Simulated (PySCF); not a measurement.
AsI₂: from structure and modes to constants

These are results of PySCF, UPBE0, basis As def2-TZVP, I def2-TZVP with ECP28 (scalar-relativistic core potentials, no spin–orbit coupling, density fitting), not measurements.

The doublet minimum has C2v symmetry. Masses (u): As 74.92160, I 126.90447.

```xyz
3
charge 0 multiplicity 2, angstrom
As    0.0000    0.0000   -1.2128
I     1.9725    0.0000    0.3586
I    -1.9725    0.0000    0.3586
```

Harmonic wavenumbers (cm⁻¹): 77.1 (a1, ×1), 245.9 (a1, ×1), 246.7 (b2, ×1).

Problem. Find the principal moments of inertia and the rotational constants. What kind of rotor is it?

Solution. About the centre of mass I = 142.83, 987.51, 1130.3 u Å². With B = 16.8576/I this gives 0.118, 0.01707, 0.01491 cm⁻¹. The molecule is an asymmetric top with κ = -0.96.

Problem. What is the harmonic zero-point energy?

Solution. Half the sum of all 3 wavenumbers, 570/2 = 285 cm⁻¹, which is 3.4 kJ/mol (1 cm⁻¹ = 0.0119627 kJ/mol).

Problem. Find the vibrational entropy and heat capacity at 298.15 K.

Solution. With u = 1.43878 ω/T, each mode gives S = R[u/(eᵘ−1) − ln(1−e⁻ᵘ)] and C = R u² eᵘ/(eᵘ−1)².
```csv
ω (cm⁻¹),u,S (J/(mol K)),C (J/(mol K))
77.1,0.372,16.59,8.22
245.9,1.187,7.36,7.40
246.7,1.191,7.34,7.40
```
The sums over all modes are S = 31.3 and C = 23.0 J/(mol K); the softest mode gives 53 % of the entropy.

Problem. Give the standard entropy (298.15 K, 1 bar) by its translational, rotational, vibrational and spin parts, and Cp.

Solution. Sackur–Tetrode with M = 328.73 u gives 181.1; rotation with symmetry number 2 gives 121.3; vibration 31.3; spin R ln 2 = 5.8. The total is 339.5 J/(mol K), and Cp = 4 R + 23.0 = 56.3 J/(mol K).

This need not be the most stable arrangement of these atoms. Spin–orbit coupling, left out here, can matter for elements this heavy.
